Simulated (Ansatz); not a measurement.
CH7ClGeO2Si (`C[O][GeH]([Cl])[O][SiH3]`), relaxed with RKS PBE0-D4/def2-TZVP in the Gaussian-basis code of Ansatz from a GFN2-xTB geometry. The force threshold is 0.005 eV/Å; the program also tests the step.

Charge 0, multiplicity 1.

Start:

```xyz
13

C     0.182   -0.566   -2.041
O     0.014    0.749   -1.544
Ge   -0.808    1.282   -0.106
Cl   -2.722    0.444   -0.003
O     0.042    0.808    1.324
Si    0.692   -0.458    2.118
H    -0.782   -1.033   -2.256
H     0.756   -0.481   -2.965
H     0.729   -1.192   -1.332
H    -0.697    2.765   -0.191
H    -0.295   -1.536    2.222
H     1.863   -0.928    1.371
H     1.026    0.147    3.402
```

```tsv
step	energy (eV)	largest force (eV/Å)	largest move (Å)
1	-82149.5803	0.789	0.000
2	-82149.7175	0.196	0.134
3	-82149.7329	0.127	0.065
4	-82149.7419	0.121	0.101
5	-82149.7445	0.085	0.050
6	-82149.7464	0.045	0.043
7	-82149.7480	0.081	0.037
8	-82149.7493	0.087	0.086
9	-82149.7502	0.048	0.015
10	-82149.7518	0.030	0.069
11	-82149.7523	0.034	0.050
12	-82149.7525	0.038	0.032
13	-82149.7525	0.019	0.009
14	-82149.7526	0.011	0.010
15	-82149.7527	0.005	0.004
16	-82149.7527	0.004	0.008
```

End:

```xyz
13

C     0.213   -0.529   -1.949
O    -0.032    0.841   -1.694
Ge   -0.748    1.350   -0.179
Cl   -2.627    0.340    0.068
O     0.268    0.880    1.166
Si    0.651   -0.465    2.026
H    -0.700   -1.127   -1.867
H     0.590   -0.609   -2.970
H     0.968   -0.937   -1.269
H    -0.915    2.860   -0.203
H    -0.479   -1.430    2.038
H     1.838   -1.124    1.420
H     0.973   -0.050    3.413
```

Run time 73 s (2 threads of an AMD EPYC 7R13 on a shared host and a share of an NVIDIA H100 80 GB); peak host memory 0.95 GiB.
